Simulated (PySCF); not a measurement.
**Neon: a sound run and one with changed settings**

Sound run: Ne⁺ [He] 2s2 2p5, Ne²⁺ [He] 2s2 2p4. Calculation: PySCF 2.14, in cc-pVDZ-DK (3s2p1d, 14 functions); scalar relativity by spin-free X2C-1e. In the sound run the correlated levels freeze 1s2. The sound run starts from symmetry-adapted Hartree-Fock orbitals and uses a fine grid where one is needed.

Changed run: basis STO-3G, all-electron and non-relativistic. This setting is unsound on purpose.

```json
{"species": "Ne⁺", "method": "UHF", "sound run (hartree)": "-127.90320", "changed run (hartree)": "-126.06147", "converged": "yes"}
{"species": "Ne⁺", "method": "LDA", "sound run (hartree)": "-127.49378", "changed run (hartree)": "-125.56721", "converged": "yes"}
{"species": "Ne⁺", "method": "M06-2X", "sound run (hartree)": "-128.23740", "changed run (hartree)": "-126.36475", "converged": "yes"}
{"species": "Ne⁺", "method": "MP2", "sound run (hartree)": "-128.03717", "changed run (hartree)": "-126.06147", "converged": "yes"}
{"species": "Ne²⁺", "method": "UHF", "sound run (hartree)": "-126.45544", "changed run (hartree)": "-124.57400", "converged": "yes"}
{"species": "Ne²⁺", "method": "LDA", "sound run (hartree)": "-125.96716", "changed run (hartree)": "-124.03297", "converged": "yes"}
{"species": "Ne²⁺", "method": "M06-2X", "sound run (hartree)": "-126.72333", "changed run (hartree)": "-124.82321", "converged": "yes"}
{"species": "Ne²⁺", "method": "MP2", "sound run (hartree)": "-126.54931", "changed run (hartree)": "-124.57400", "converged": "yes"}
```

Ionisation energy of Ne⁺:

```tsv
method	sound run (eV)	changed run (eV)
UHF	39.395	40.476
LDA	41.542	41.749
M06-2X	41.200	41.948
MP2	40.487	40.476
SCS-MP2	40.438	40.476
```

A minimal basis cannot let orbitals breathe on ionisation and holds almost no correlation. The Hamiltonian changed with the basis, so the totals do not compare.

For comparison, NIST gives 40.963 eV between the lowest levels.
